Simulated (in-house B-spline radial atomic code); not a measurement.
The numbers below are computed, except where a source is named.
C6 from the polarisability at imaginary frequency: P3+

HSE06 linear response of the closed shell [Ne] 3s2, from an all-electron radial atomic-structure program (B-spline basis); non-relativistic, point nucleus, no spin-orbit coupling.

The dispersion coefficient of two like species is C6 = (3/π) ∫ α(iu)² du from 0 to ∞.

| u (hartree) | α(iu) (bohr³) |
| --- | --- |
| 0 | 6.748 |
| 0.24 | 5.42 |
| 0.56 | 2.942 |
| 0.96 | 1.475 |
| 1.6 | 0.6915 |
| 2.4 | 0.3827 |
| 3.6 | 0.2214 |
| 5.6 | 0.1265 |
| 8 | 0.07976 |
| 12 | 0.04508 |
| 20 | 0.02013 |
| 40 | 0.005965 |

Task: Fit one oscillator, α(iu) = α(0)/(1 + u²/ω²), through u = 2.4 and estimate C6.

Result: From α(0)/α(iu) − 1 = 6.748/0.3827 − 1 = 16.6326, ω = u/√16.6326 = 0.5885 hartree (16.0 eV). London's formula gives C6 = (3/4) α(0)² ω = 0.75 × 6.748² × 0.5885 = 20.1 hartree·bohr⁶, and the oscillator holds f = α(0) ω² = 2.34 electrons, of a sum of oscillator strengths of 12.0.

Task: How does that compare with the full integral?

Result: The program's quadrature over all excitations gives C6 = 17.09, so the single oscillator is off by +17.6 %. At the last point the fit gives α = 0.00146 against 0.00596: higher excitations, and deeper shells where there are any, keep the true curve higher at large u.
